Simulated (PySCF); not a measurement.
Species: C7H10O (charge +1 and doublet state).
Z-matrix (Å and degrees, GFN2-xTB geometry), rows numbered from 1:
```
C 
C   1  1.3435
C   2  1.4605  1  126.02
C   3  1.4908  2  116.80  1  -172.36
C   3  1.5307  2  120.08  1   -21.81
C   5  1.4849  3   63.11  2    99.63
C   6  1.4745  3  118.76  5  -109.23
O   7  1.1904  6  128.52  3    19.43
H   1  1.0782  2  123.96  3    -2.83
H   1  1.0772  2  120.31  3   175.04
H   2  1.0823  1  118.73  3  -177.76
H   4  1.0923  3  110.97  2    94.16
H   4  1.0877  3  111.61  2   -26.92
H   4  1.0985  3  111.10  2  -149.53
H   5  1.0801  3  119.16  6  -109.20
H   5  1.0815  3  114.56  6   110.43
H   6  1.0827  3  115.90  5   108.29
H   7  1.1102  6  110.40  3  -162.84
```

The hyperfine couplings belong to this conformer and change with its torsions.

Identity: `[C@]1([CH][CH2+])([C@H](C1)C=O)C` [radical] (charge +1).

Computed, not measured: UKS B3LYP, pcH-1 on C H O, non-relativistic, mean-field spin-orbit, GIAO (PySCF). Geometry: GFN2-xTB, one conformer, isolated ion. The geometry wasn't refined by DFT: couplings that depend on bond lengths, twists or pyramidal angles can differ widely from those at the functional's own minimum, by a factor of two or more for some ions and for spin on atoms past the first row. Stability of the SCF solution: not tested.

Break the g tensor into its mass correction, gauge correction and orbital-Zeeman/spin–orbit terms.

| Δg (ppm) | 1 | 2 | 3 |
| --- | --- | --- | --- |
| relativistic mass correction | -190 | -190 | -190 |
| gauge correction | 35 | 9 | 9 |
| orbital Zeeman/spin–orbit | 2 | 190 | 2247 |
| total | -153 | 9 | 2067 |

So g = 2.00217, 2.00233, 2.00439 and g_iso = 2.00296; the tensor is close to axial: the two nearest values differ by 7 % of g3 − g1. Axes: g1 points within 6° of the C6–H17 bond.

How much does each term add to the isotropic shift?

The orbital-Zeeman/spin–orbit term 813, the mass correction -190 and the gauge correction 18 ppm, for a total of 641 ppm. The orbital-Zeeman/spin–orbit term is the largest in size. The mass correction is the same along every axis, so the anisotropy comes from the other two: their spans along these axes are 26 (gauge) and 2246 ppm (orbital Zeeman/spin–orbit).

At 94.223 GHz, how far is the centre of the isotropic spectrum from where a free electron (g = 2.002319) resonates?

B = hν/(g μB) with μB/h = 13.99624 MHz/mT gives 3362.11 mT for the free electron and 3361.03 mT at g_iso, 1.08 mT lower.

What are the electron Larmor frequencies g μB B/h along the three axes at 3350 mT?

93.8764, 93.8840, 93.9805 GHz for g1, g2 and g3, a range of 104.1 MHz.

In a frozen sample, at which fields do the three g values resonate at 9.5, 34, 94 and 263 GHz (hyperfine left aside), and which band first spreads them over more than twice a line width of 0.5 mT?

```csv
band,GHz,B(g3) mT,B(g2) mT,B(g1) mT,spread mT
X,9.5,338.63,338.98,339.01,0.38
Q,34.0,1211.95,1213.20,1213.30,1.34
W,94.0,3350.69,3354.14,3354.41,3.72
J,263.0,9374.82,9384.45,9385.21,10.40
```

The spread grows in proportion to the frequency. Q band is the first where it exceeds 1.0 mT.

The largest Mulliken spin populations are on C1 (+0.37), O8 (+0.20), C6 (+0.13) and C3 (+0.12).

The HOMO–LUMO gaps are 5.70 eV among the α and 1.89 eV among the β orbitals.

On one thread, Arm Neoverse V2 (aarch64), shared host, this took 1.7 min (with the writing of density and orbital grids) and 0.96 GiB of memory at its peak.

The SMILES draws the unpaired electron on C2; the largest computed Mulliken spin population is on C1 (0.37 against 0.03).
